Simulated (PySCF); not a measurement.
Dipole response of Mn (manganese, neutral)

[Ar] 3d5 4s2, high-spin 6S determinant. All numbers are calculated (PySCF 2.14, the non-relativistic Hamiltonian (point nucleus), in aug-cc-pwCVTZ (10s9p7d4f3g, 127 functions)). Coupled (time-dependent) response in atomic units; α is the mean over directions.

| method | mean α (bohr³) | C₆ (like pair) | S(−4) |
| --- | --- | --- | --- |
| B97-3 | 76.65 | 742.1 | 3348 |

S(−4) is the Cauchy moment in α(ω) = α(0) + S(−4) ω² + …

Reference α: 68 ± 9 bohr³ (recommended; Schwerdtfeger and Nagle, table of static dipole polarizabilities (2023 update)). Published C₆: 552.0 (Chu and Dalgarno (2004); Tang, Norbeck and Certain (1976)).

α(iu) at B97-3:

```json
{"u (hartree)": "0", "α(iu) (bohr³)": "76.65"}
{"u (hartree)": "0.0500", "α(iu) (bohr³)": "69.29"}
{"u (hartree)": "0.100", "α(iu) (bohr³)": "54.64"}
{"u (hartree)": "0.200", "α(iu) (bohr³)": "31.28"}
{"u (hartree)": "0.300", "α(iu) (bohr³)": "19.38"}
{"u (hartree)": "0.500", "α(iu) (bohr³)": "9.800"}
{"u (hartree)": "0.750", "α(iu) (bohr³)": "5.675"}
{"u (hartree)": "1.00", "α(iu) (bohr³)": "3.884"}
{"u (hartree)": "1.50", "α(iu) (bohr³)": "2.286"}
{"u (hartree)": "2.00", "α(iu) (bohr³)": "1.560"}
{"u (hartree)": "3.00", "α(iu) (bohr³)": "0.8858"}
{"u (hartree)": "5.00", "α(iu) (bohr³)": "0.4088"}
```
